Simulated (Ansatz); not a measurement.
Br₂Ge, charge -1, doublet, geometry from GFN2-xTB (a state made from the parent by changing its charge; the spin is typed, not shown lowest) (a gas-phase anion, which may not be bound at this level), atoms displaced at random by about 0.02 Å a coordinate. Base run: B3LYP/3-21G (Ansatz, a quantum-chemistry and plane-wave program).

Here is a job for Ansatz.
Ansatz 0.2 input:
```yaml
crystal:
  periodic: [false, false, false]
  atoms:
    - {symbol: Ge, position_ang: [0.02120050, 0.01431093, 1.07936975]}
    - {symbol: Br, position_ang: [1.11573040, -1.67915607, -0.51106675]}
    - {symbol: Br, position_ang: [-1.14636640, 1.67963067, -0.47348293]}
basis:
  gaussian:
    orbitals: 3-21G.json
hamiltonian:
  xc: b3lyp
total_charge: -1
magnetization: {spin_polarized: true, initial_magnetization: 1}
relax: {}
```
The basis file holds 3-21G in the JSON format of the Basis Set Exchange.

The base run was repeated with changes; each row names its change, and settings that it needs were set with it.

| change | ΔE vs base (µEh) | optimiser steps | core-seconds (rough) |
|---|---|---|---|
| base | 0.0 | 2 | 20 |
| relax = escape_saddle: false | 0.0 | 2 | 20 |
| relax = max_displacement: 0.5 | 0.0 | 2 | 10 |
| relax = f_tol: 0.002 | -0.5 | 3 | 20 |
| relax = max_displacement: 0.02 | 0.0 | 2 | 20 |
| relax = f_tol: 0.0005 | -0.6 | 4 | 30 |
| relax = f_tol: 0.1 | 0.0 | 2 | 20 |

A gas-phase anion may not be bound at this level; its values then depend on the basis.
